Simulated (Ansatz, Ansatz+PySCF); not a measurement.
```yaml
atoms:
  - { symbol: N, position_ang: [0.0000, 0.0000, 0.1216] }
  - { symbol: H, position_ang: [1.2634, 0.0000, -0.4255] }
  - { symbol: H, position_ang: [-0.4679, 0.8105, -0.2837] }
  - { symbol: H, position_ang: [-0.4679, -0.8105, -0.2837] }
```

Basis set: 6-31G (spherical functions). Left uncorrelated: 1 orbital. Charge 0, multiplicity 1.

Computed with Ansatz (development build ahead of 0.2.0); each method stands on the lowest determinant of its kind that the runs found. Restricted open shells among the atoms or ions are ROHF, correlated in semicanonical orbitals with singles. Restricted functionals stand beside restricted open-shell atoms, which can lie above the unrestricted atoms usual in DFT and then raise those values.

The atomization energy at this shape (free ground-state atoms in the same class of orbitals less the molecule, no zero-point energy) of singlet NH₃:

| method | atomization energy |
| --- | --- |
| PBE0 (unrestricted) | 240.72 kcal/mol |
| PBE0 (restricted) | 241.46 kcal/mol |
| RHF-CCSD(T) | 207.86 kcal/mol |
| RHF-MP2 | 201.22 kcal/mol |
| UHF-MP2 | 200.67 kcal/mol |
| RHF | 139.52 kcal/mol |

(1) What does UHF give?

Answers

(1) 137.67 kcal/mol. Caution for RHF-CCSD(T), RHF-MP2, UHF-MP2: bonds are stretched, where a single reference can fail.

This basis has no polarisation functions and is too small for such energies, which can lie far from measured ones in either direction.
